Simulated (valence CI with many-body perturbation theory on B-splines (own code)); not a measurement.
## Energy levels of Pt XLVII

Computed by configuration interaction combined with many-body perturbation theory (CI+MBPT): four valence electrons over a frozen Dirac-Fock core [Ar] 3d10, a basis of 11 s, 11 p, 9 d, 7 f, 5 g, 2 h, 1 i functions for each j, with the one-electron correlation potential Σ1, the two-electron term Σ2, the three-electron term Σ3, Breit, model QED; selected CI, second order for the rest (own B-spline code, finite nucleus).

No measured spectrum was set against this ion. As an estimate, large intervals hold to a few tenths of a per cent, small ones and those within an open d or f shell to about a per cent.

Levels 1 to 45 of 67, with energies above the lowest level, (4s^2 4p1/2^2) J=0. "Leading %" is the weight of the configuration and term that name the level; weights of strongly mixed levels are sums over their largest components and can fall short. In the jj column 3d3/2^4 stands for four electrons in 3d with j = 3/2. Lifetimes count E1, E2, E3, M1 and M2 decay at the calculated energies, and are blank where another channel may lead or the interval is too uncertain; long ones can be off by a factor of two.

| No. | Configuration | Term | J | E (× 10³ cm⁻¹) | Leading % | Second component | g | Lifetime | Leading jj |
| --- | --- | --- | --- | --- | --- | --- | --- | --- | --- |
| 1 | 4s2 4p2 | 3P | 0 | 0.00 | 69 | 30 % 4s2 4p2 1S |  |  | 4s^2 4p1/2^2 (99 %) |
| 2 | 4s2 4p2 | 3P | 1 | 989.59 | 99 |  | 1.496 | 84.4 ns | 4s^2 4p1/2 4p3/2 (99 %) |
| 3 | 4s2 4p2 | 1D | 2 | 1026.9 | 64 | 36 % 4s2 4p2 3P | 1.173 | 2.18 μs | 4s^2 4p1/2 4p3/2 (99 %) |
| 4 | 4s 4p3 | 3P° | 2 | 1849.0 | 46 | 30 % 4s 4p3 5S° | 1.553 | 36.1 ps | 4s 4p1/2^2 4p3/2 (97 %) |
| 5 | 4s 4p3 | 3D° | 1 | 1976.6 | 35 | 26 % 4s 4p3 1P° | 1.075 | 1.82 ps | 4s 4p1/2^2 4p3/2 (94 %) |
| 6 | 4s2 4p2 | 3P | 2 | 2044.9 | 63 | 36 % 4s2 4p2 1D | 1.316 | 44.8 ns | 4s^2 4p3/2^2 (99 %) |
| 7 | 4s2 4p2 | 1S | 0 | 2125.4 | 69 | 30 % 4s2 4p2 3P |  | 37.8 ns | 4s^2 4p3/2^2 (99 %) |
| 8 | 4s2 4p 4d | 3F° | 2 | 2338.9 | 74 | 20 % 4s2 4p 4d 1D° | 0.760 | 57.4 ps | 4s^2 4p1/2 4d3/2 (98 %) |
| 9 | 4s2 4p 4d | 3D° | 1 | 2499.7 | 51 | 27 % 4s2 4p 4d 1P° | 0.855 | 428 fs | 4s^2 4p1/2 4d3/2 (94 %) |
| 10 | 4s2 4p 4d | 3P° | 2 | 2621.2 | 39 | 30 % 4s2 4p 4d 3D° | 1.337 | 3.70 ps | 4s^2 4p1/2 4d5/2 (86 %) |
| 11 | 4s2 4p 4d | 3F° | 3 | 2635.1 | 50 | 22 % 4s2 4p 4d 3D° | 1.129 | 4.42 ps | 4s^2 4p1/2 4d5/2 (92 %) |
| 12 | 4s 4p3 | 3D° | 2 | 2829.1 | 47 | 37 % 4s 4p3 5S° | 1.491 | 2.16 ps | 4s 4p1/2 4p3/2^2 (85 %) |
| 13 | 4s 4p3 | 3D° | 3 | 2895.0 | 91 | 6 % 4s2 4p 4d 3F° | 1.306 | 3.52 ps | 4s 4p1/2 4p3/2^2 (91 %) |
| 14 | 4s 4p3 | 3P° | 0 | 2938.8 | 96 |  |  | 2.60 ps | 4s 4p1/2 4p3/2^2 (96 %) |
| 15 | 4s 4p3 | 3P° | 1 | 3000.6 | 47 | 20 % 4s 4p3 3D° | 1.286 | 1.48 ps | 4s 4p1/2 4p3/2^2 (94 %) |
| 16 | 4s 4p3 | 1D° | 2 | 3019.6 | 69 | 14 % 4s 4p3 3D° | 1.089 | 998 fs | 4s 4p1/2 4p3/2^2 (90 %) |
| 17 | 4s 4p3 | 3S° | 1 | 3032.6 | 38 | 23 % 4s 4p3 3D° | 1.359 | 757 fs | 4s 4p1/2 4p3/2^2 (97 %) |
| 18 | 4s 4p2 4d | 5F | 1 | 3208.7 | 42 | 36 % 4s 4p2 4d 3D | 0.429 | 15.2 ps | 4s 4p1/2^2 4d3/2 (98 %) |
| 19 | 4s 4p2 4d | 3D | 2 | 3239.3 | 29 | 21 % 4s 4p2 4d 5F | 1.150 | 15.6 ps | 4s 4p1/2^2 4d3/2 (94 %) |
| 20 | 4s2 4p 4d | 3D° | 2 | 3467.4 | 50 | 23 % 4s2 4p 4d 1D° | 1.049 | 488 fs | 4s^2 4p3/2 4d3/2 (91 %) |
| 21 | 4s2 4p 4d | 3P° | 1 | 3481.4 | 55 | 35 % 4s2 4p 4d 3D° | 1.121 | 567 fs | 4s^2 4p3/2 4d3/2 (94 %) |
| 22 | 4s 4p2 4d | 3D | 3 | 3482.8 | 32 | 22 % 4s 4p2 4d 5D | 1.355 | 3.16 ps | 4s 4p1/2^2 4d5/2 (96 %) |
| 23 | 4s2 4p 4d | 3P° | 0 | 3484.9 | 95 |  |  | 597 fs | 4s^2 4p3/2 4d3/2 (95 %) |
| 24 | 4s2 4p 4d | 3F° | 3 | 3486.4 | 42 | 34 % 4s2 4p 4d 1F° | 1.107 | 637 fs | 4s^2 4p3/2 4d3/2 (93 %) |
| 25 | 4s 4p2 4d | 3F | 2 | 3546.8 | 26 | 21 % 4s 4p2 4d 1D | 1.040 | 3.28 ps | 4s 4p1/2^2 4d5/2 (90 %) |
| 26 | 4s2 4p 4d | 3F° | 4 | 3598.0 | 99 |  | 1.245 | 96.4 ns | 4s^2 4p3/2 4d5/2 (99 %) |
| 27 | 4s2 4p 4d | 3P° | 2 | 3624.9 | 42 | 36 % 4s2 4p 4d 1D° | 1.266 | 7.38 ps | 4s^2 4p3/2 4d5/2 (90 %) |
| 28 | 4s2 4p 4d | 3D° | 3 | 3756.1 | 56 | 42 % 4s2 4p 4d 1F° | 1.187 | 1.07 ps | 4s^2 4p3/2 4d5/2 (93 %) |
| 29 | 4s2 4p 4d | 1P° | 1 | 3777.0 | 63 | 23 % 4s2 4p 4d 3P° | 1.085 | 1.82 ps | 4s^2 4p3/2 4d5/2 (95 %) |
| 30 | 4p4 | 3P | 2 | 3882.9 | 56 | 27 % 4p4 1D | 1.278 | 1.10 ps | 4p1/2^2 4p3/2^2 (83 %) |
| 31 | 4p4 | 1S | 0 | 3941.8 | 55 | 32 % 4p4 3P |  | 1.26 ps | 4p1/2^2 4p3/2^2 (87 %) |
| 32 | 4s 4p3 | 3P° | 2 | 3993.8 | 46 | 16 % 4s 4p3 1D° | 1.414 | 946 fs | 4s 4p3/2^3 (90 %) |
| 33 | 4s2 4p 4f | 3G | 3 | 4085.6 | 59 | 15 % 4s2 4p 4f 1F | 0.831 | 11.0 ps | 4s^2 4p1/2 4f5/2 (80 %) |
| 34 | 4s 4p3 | 1P° | 1 | 4116.2 | 38 | 24 % 4s 4p3 3S° | 1.184 | 515 fs | 4s 4p3/2^3 (94 %) |
| 35 | 4s 4p2 4d | 5F | 2 | 4123.5 | 37 | 11 % 4s2 4p 4f 3F | 1.003 | 6.95 ps | 4s 4p1/2 4p3/2 4d3/2 (73 %) |
| 36 | 4s 4p2 4d | 5D | 0 | 4124.1 | 84 | 13 % 4s 4p2 4d 3P |  | 15.5 ps | 4s 4p1/2 4p3/2 4d3/2 (96 %) |
| 37 | 4s 4p2 4d | 5D | 1 | 4126.5 | 54 | 21 % 4s 4p2 4d 5F | 1.161 | 18.2 ps | 4s 4p1/2 4p3/2 4d3/2 (98 %) |
| 38 | 4s 4p2 4d | 5F | 3 | 4147.7 | 41 | 23 % 4s 4p2 4d 3F | 1.161 | 8.44 ps | 4s 4p1/2 4p3/2 4d3/2 (74 %) |
| 39 | 4s2 4p 4f | 3F | 2 | 4150.9 | 32 | 19 % 4s2 4p 4f 1D | 0.979 | 3.72 ps | 4s^2 4p1/2 4f5/2 (64 %) |
| 40 | 4s2 4p 4f | 3G | 4 | 4168.9 | 26 | 18 % 4s 4p2 4d 3G | 1.112 | 14.7 ps | 4s^2 4p1/2 4f7/2 (56 %) |
| 41 | 4s2 4p 4f | 3D | 3 | 4199.3 | 36 | 25 % 4s2 4p 4f 3F | 1.189 | 4.52 ps | 4s^2 4p1/2 4f7/2 (72 %) |
| 42 | 4s 4p2 4d | 5F | 4 | 4251.6 | 20 | 15 % 4s2 4p 4f 3G | 1.167 | 8.35 ps | 4s 4p1/2 4p3/2 4d3/2 (51 %) |
| 43 | 4s 4p2 4d | 3F | 2 | 4286.1 | 64 | 7 % 4s 4p2 4d 5P | 0.904 | 1.21 ps | 4s 4p1/2 4p3/2 4d3/2 (86 %) |
| 44 | 4s 4p2 4d | 5P | 3 | 4314.7 | 30 | 26 % 4s 4p2 4d 3D | 1.363 | 652 fs | 4s 4p1/2 4p3/2 4d3/2 (74 %) |
| 45 | 4s 4p2 4d | 5P | 1 | 4321.3 | 24 | 20 % 4s 4p2 4d 3P | 1.543 | 615 fs | 4s 4p1/2 4p3/2 4d3/2 (95 %) |

The ionisation energy to 4s2 4p 2P°_1/2 of the next ion comes out as 2538.4 eV (NIST: 2536 ± 4 eV (theoretical)). All 67 levels together are meant to be complete up to 4780.0 × 10³ cm⁻¹.
